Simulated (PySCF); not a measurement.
Broadened absorption spectrum of C7H7BF2

C₇H₇BF₂.
Z-matrix (Å and degrees, PBE0-D3(BJ)/def2-SVP geometry), rows numbered from 1:
```
F 
C   1  1.3519
F   2  1.3529  1  106.88
C   2  1.5135  1  110.77  3   120.15
C   4  1.3778  2  114.89  1   -52.68
C   5  1.4176  4  130.66  2  -179.03
C   6  1.3752  5  129.36  4     0.59
B   7  1.5280  6  128.66  5    -0.13
C   8  1.5263  7  123.52  6    -0.83
C   9  1.3744  8  129.04  7     0.93
H   2  1.1036  1  108.27  3  -116.34
H   5  1.0950  4  114.63  2     1.38
H   6  1.0970  5  113.38  4  -179.57
H   7  1.0974  6  113.79  5   179.90
H   8  1.2128  7  118.25  6   179.45
H   9  1.0972  8  117.41  7  -179.04
H  10  1.0986  4  113.59  2    -1.42
```

Computed with TDDFT CAM-B3LYP/def2-SVPD, vertical, gas phase, core orbitals frozen in the response (PySCF).

Each state is given a Gaussian of 0.25 eV full width at half maximum, with ε(max) = 2.175×10⁸ f / Δν̃ (Δν̃ the width in cm⁻¹). The width is an assumption, not a result. The curve ends short of the highest state used, and states not computed would add to its high-energy end.

```csv
E (eV),ε (L mol⁻¹ cm⁻¹)
4.18,31
4.24,197
4.31,1138
4.37,3649
4.43,8576
4.50,15805
4.56,19326
4.62,17705
4.68,12272
4.75,5690
4.81,2211
4.87,658
4.94,114
5.00,19
5.06,5
5.12,10
5.19,29
5.25,51
5.31,66
5.38,61
5.44,41
5.50,24
5.56,25
5.63,80
5.69,208
5.75,479
5.82,1532
5.88,5115
5.94,15427
6.00,35761
6.07,64696
6.13,76643
6.19,67607
6.26,45554
6.32,35799
6.38,36959
```

Question: Locate the maxima and give the states behind the curve.

Answer: 271 nm (4.57 eV), ε about 19000, made up of S1 (82%) and S2 (18%); 233 nm (5.33 eV), ε about 67, made up of S3 (98%); 202 nm (6.13 eV), ε about 77000, made up of S7 (99%) (ε in L mol⁻¹ cm⁻¹; maxima over ε = 5, shares over 10%). At its high-energy end, 6.38 eV, the curve is still rising (ε about 37000, from S7 and S8). The states used: S1 4.56 eV (f 0.150); S2 4.64 eV (f 0.040); S3 5.33 eV (f 0.0006); S4 5.46 eV (f 0.0000); S5 5.83 eV (f 0.0044); S6 5.85 eV (f 0.0001); S7 6.13 eV (f 0.705); S8 6.44 eV (f 0.343); S9 6.87 eV (f 0.0009); S10 6.98 eV (f 0.022).

Question: Does any computed singlet lie in the visible range?

Answer: No computed singlet lies in the visible range (380 to 750 nm); the lowest, at 272 nm, stands 1.29 eV above its violet end (3.26 eV); a Tamm–Dancoff triplet lies at 472 nm, without intensity as long as spin–orbit coupling is left out.

Question: Coming from long wavelengths, where does ε first pass 100 L mol⁻¹ cm⁻¹?

Answer: At about 294 nm (4.22 eV), 0.34 eV below S1.

Question: On this curve, what absorbance would a 10⁻³ mol/L sample give at 254 nm over a 1 cm path?

Answer: 254 nm is 4.881 eV, where ε is about 510 L mol⁻¹ cm⁻¹, so A = ε c l ≈ 0.51 (Beer–Lambert, with the gas-phase spectrum and the assumed width).

All these states lie below the vertical ionisation energy of 9.23 eV (ΔSCF).

One conformer stands for the species.
